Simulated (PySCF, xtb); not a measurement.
C2H9FSi3, SMILES F[Si@H]1C[SiH2]C[SiH2]1. One conformer was computed; it need not be the lowest.

Harmonic wavenumbers (cm⁻¹) from xtb with GFN2-xTB at its own minimum, in rising order: 52, 98, 147, 194, 261, 284, 401, 446, 449, 527, 534, 546, 602, 608, 644, 680, 694, 712, 756, 768, 777, 790, 793, 807, 985, 1000, 1115, 1122, 1458, 1466, 2175, 2198, 2203, 2227, 2244, 2975, 2984, 2999, 3002.

**Question.** What does PBE-D3(BJ)/def2-SVP in PySCF give at its own minimum? (Estimate from the structure and the level; the computed values follow.)

**Answer.** 48, 113, 160, 215, 259, 295, 397, 427, 475, 517, 574, 595, 607, 637, 683, 706, 723, 760, 782, 793, 834, 856, 889, 916, 939, 967, 992, 1000, 1307, 1326, 2143, 2148, 2153, 2157, 2160, 2981, 2991, 3058, 3064. Paired by order, the mean absolute difference is 46 cm⁻¹ and the zero-point energies are 61.1 and 61.0 kcal/mol.
